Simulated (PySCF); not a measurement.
CH4AlO (SMILES [CH3][Al][OH]), doublet, geometry from GFN2-xTB (such geometries of metal compounds can be far from the true shape) (the spin is typed, not shown lowest) (in this run its highest filled SCF level lies above zero, so its values depend strongly on the basis, on diffuse functions most of all). Base run: TPSS/STO-3G (PySCF).

Here is a job for PySCF.
```python
from pyscf import gto, scf, dft

mol = gto.Mole()
mol.atom = '''
    Al    0.481131   -0.048777    0.114651
    C    -0.385849    1.347536   -1.098157
    H    -1.119634    1.958684   -0.566734
    H    -0.897733    0.894329   -1.950760
    H     0.378071    2.021320   -1.493836
    O    -0.206980   -1.291608    0.960098
    H    -0.644475   -1.992582    1.429023
'''
mol.basis = 'sto-3g'
mol.charge = 0
mol.spin = 1
mol.verbose = 3
mol.build()

mf = dft.UKS(mol)
mf.xc = 'tpss'
mf.kernel()
```

Variants of this job, named by their change:

```tsv
change	ΔE vs base (mEh)	fitting functions	dipole (D)
base	0.000	-	1.57
auxbasis = def2-tzvp-ri	-3.672	325	1.57
auxbasis = autoaux	-3.052	259	1.56
auxbasis = def2-universal-jfit	-1.941	193	1.56
auxbasis = cc-pvdz-jkfit	-0.252	344	1.57
auxbasis = def2-universal-jkfit	-1.383	352	1.57
auxbasis = def2-svp-ri	-26.725	214	1.56
auxbasis = even-tempered beta=2.0	-3.133	197	1.56
auxbasis = default (with mf = mf.density_fit())	-1.383	352	1.57
auxbasis = cc-pvtz-jkfit	-0.232	399	1.57
```

A fitting set is made for a task (jfit for Coulomb, jkfit for Coulomb and exchange, ri for correlation) and for a family of orbital bases.

Open shells are given as the SCF converged; they aren't shown to be the lowest states, and a large step between rows can be another state.
